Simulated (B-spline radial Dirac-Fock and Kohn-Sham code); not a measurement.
**Nd⁶⁺: input and output of one calculation**

ΔSCF core binding energies without Breit or QED terms, calculated with a B-spline atomic structure program. Keys: rel is the Hamiltonian (dirac, or spin-free x2c and nr, where L3 and M5 stand for the whole 2p and 3d shells), method is hf or an exchange,correlation pair (spin-unpolarised, also for the hole states), nuc the nuclear model, radius_factor scales its radius, rmax is the box in bohr, h the logarithmic mesh step, order the B-spline order, points the quadrature points per cell, c_factor scales the speed of light, and damp, ndamp, maxit and tol steer the iteration. The run stops when the commutator error falls below 10·tol·max(1, Z/10), or the numerical noise floor, and the energy has settled to about 1e-8 Ha; the virial ratio is −V/T.

Input (task.json):

```json
{"items": [{"Z": 60, "q": 6, "cfg": [[1, 0, 2], [2, 0, 2], [2, 1, 6], [3, 0, 2], [3, 1, 6], [3, 2, 10], [4, 0, 2], [4, 1, 6], [4, 2, 10], [4, 3, 2], [5, 0, 2], [5, 1, 4]], "A": 142, "rrms": 4.9123, "do": "settings", "holes": ["K", "L3", "M5"],
  "settings": [{"rel": "dirac", "method": "hf", "nuc": "fermi", "radius_factor": 1.0, "rmax": 45.0, "h": 0.3, "order": 8, "points": 10, "c_factor": 1.0, "maxit": 79, "damp": 0.5, "ndamp": 3, "tol": 1e-14}]}]}
```

Command: `python xray2_run.py task.json out`

Ground-state iterations:

```
iter   energy (Ha)        error
   1    -9590.63279582  2.02e+00
   2    -9610.01253918  8.65e-01
   3    -9616.45051185  2.29e-01
   4    -9616.98674267  6.91e-02
   5    -9617.02408050  2.99e-02
   6    -9617.03366549  2.16e-03
   7    -9617.03370289  7.22e-04
   8    -9617.03370618  8.51e-05
   9    -9617.03370624  2.45e-06
  10    -9617.03370624  9.03e-08
```

The ground state converged in 10 iterations, with total energy -9617.03371 Ha, virial ratio 1.92732 and highest orbital energy -92.67 eV. ΔSCF binding energies: K (1s) 43837.7 eV, L3 (2p3/2) 6318.6 eV, M5 (3d5/2) 1077.3 eV.

One setting is outside the advised range (tolerance below the noise), but here it does no visible harm: the result matches the run with default settings.
